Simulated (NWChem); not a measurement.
System: CH$_{3}$Cl$_{3}$Si; SMILES C[Si](Cl)(Cl)Cl

Output (shortened):

```
             Northwest Computational Chemistry Package (NWChem) 7.3.0
             --------------------------------------------------------

 C3  symmetry detected

                             Geometry "geometry" -> ""
                             -------------------------

 Output coordinates in angstroms (scale by  1.889725989 to convert to a.u.)

  No.       Tag          Charge          X              Y              Z
 ---- ---------------- ---------- -------------- -------------- --------------
    1 C                    6.0000     0.00000000     0.00000000    -2.13002175
    2 Si                  14.0000     0.00000000     0.00000000    -0.23046957
    3 Cl                  17.0000    -0.76828870     1.73807085     0.46232402
    4 Cl                  17.0000    -1.12106916    -1.53439296     0.46232402
    5 Cl                  17.0000     1.88935786    -0.20367789     0.46232402
    6 H                    1.0000     0.59755814     0.81740320    -2.52394016
    7 H                    1.0000     0.40911287    -0.92620213    -2.52394016
    8 H                    1.0000    -1.00667101     0.10879893    -2.52394016

 Effective nuclear repulsion energy (a.u.)     440.8055540500

      Symmetry information
      --------------------

 Group name             C3
 Group number              5
 Group order               3
 No. of unique centers     4

                                Z-matrix (autoz)
                                --------

 Units are Angstrom for bonds and degrees for angles

[...]

      ----------------------
      Optimization converged
      ----------------------

  Step       Energy      Delta E   Gmax     Grms     Xrms     Xmax
  ---- ---------------- -------- -------- -------- -------- --------
@    4   -1710.15125825 -5.8D-07  0.00007  0.00002  0.00074  0.00152
                                     ok       ok       ok       ok

                                Z-matrix (autoz)
                                --------

 Units are Angstrom for bonds and degrees for angles

[...]

 Rotational Constants
 --------------------
 A=   0.057203 cm-1  (  0.082301 K)
 B=   0.057203 cm-1  (  0.082301 K)
 C=   0.042590 cm-1  (  0.061277 K)

 Temperature                      =   298.15K
 frequency scaling parameter      =   1.0000

 Zero-Point correction to Energy  =   26.896 kcal/mol  (  0.042861 au)
 Thermal correction to Energy     =   31.393 kcal/mol  (  0.050028 au)
 Thermal correction to Enthalpy   =   31.985 kcal/mol  (  0.050971 au)

 Total Entropy                    =   83.500 cal/mol-K
   - Translational                =   40.866 cal/mol-K (mol. weight = 147.9070)
   - Rotational                   =   26.644 cal/mol-K (symmetry #  =        3)
   - Vibrational                  =   15.990 cal/mol-K

 Cv (constant volume heat capacity) =   22.806 cal/mol-K
   - Translational                  =    2.979 cal/mol-K
   - Rotational                     =    2.979 cal/mol-K
   - Vibrational                    =   16.847 cal/mol-K

[normal modes left out]

 ----------------------------------------------------------------------------
 Normal Eigenvalue ||           Projected Infra Red Intensities
  Mode   [cm**-1]  || [atomic units] [(debye/angs)**2] [(KM/mol)] [arbitrary]
 ------ ---------- || -------------- ----------------- ---------- -----------
    1       -0.000 ||    0.000391           0.009         0.381       0.142
    2        0.000 ||    0.000012           0.000         0.012       0.004
    3        0.000 ||    0.000539           0.012         0.525       0.195
    4        0.000 ||    0.000014           0.000         0.014       0.005
    5        0.000 ||    0.000213           0.005         0.208       0.077
    6        0.000 ||    0.000561           0.013         0.547       0.203
    7      154.268 ||    0.000754           0.017         0.735       0.273
    8      154.276 ||    0.000754           0.017         0.735       0.273
    9      168.823 ||    0.000000           0.000         0.000       0.000
   10      217.641 ||    0.003413           0.079         3.328       1.237
   11      217.644 ||    0.003414           0.079         3.328       1.237
   12      231.342 ||    0.013942           0.322        13.592       5.052
   13      436.579 ||    0.022638           0.522        22.069       8.204
   14      572.136 ||    0.160438           3.701       156.402      58.140
   15      572.137 ||    0.160450           3.702       156.415      58.145
   16      747.825 ||    0.075969           1.753        74.058      27.530
   17      847.342 ||    0.094090           2.171        91.724      34.097
   18      847.344 ||    0.094091           2.171        91.725      34.097
   19     1337.934 ||    0.020743           0.479        20.221       7.517
   20     1482.139 ||    0.003808           0.088         3.712       1.380
   21     1482.141 ||    0.003806           0.088         3.711       1.379
   22     3060.927 ||    0.000042           0.001         0.041       0.015
   23     3146.102 ||    0.001099           0.025         1.071       0.398
   24     3146.103 ||    0.001099           0.025         1.071       0.398
 ----------------------------------------------------------------------------
```

Level: B3LYP/6-31G* (spherical d). 

Problem. Which NWChem input produces such a log?

Solution. One answer among several that fit: the input that was run:
```
start job
memory heap 200 mb stack 900 mb global 1100 mb
geometry units angstroms
  C     -2.155178    -0.399193     0.084687
  Si    -0.288789    -0.053488     0.011347
  Cl     0.575934    -1.215688    -1.400236
  Cl     0.038510     1.888915    -0.448080
  Cl     0.561298    -0.455507     1.802142
  H     -2.354031    -1.438344     0.330935
  H     -2.640317     0.215987     0.837788
  H     -2.632437    -0.189478    -0.868438
end
basis spherical
  * library 6-31g*
end
dft
  xc b3lyp
  iterations 150
end
driver
  maxiter 120
end
task dft optimize
task dft freq
```
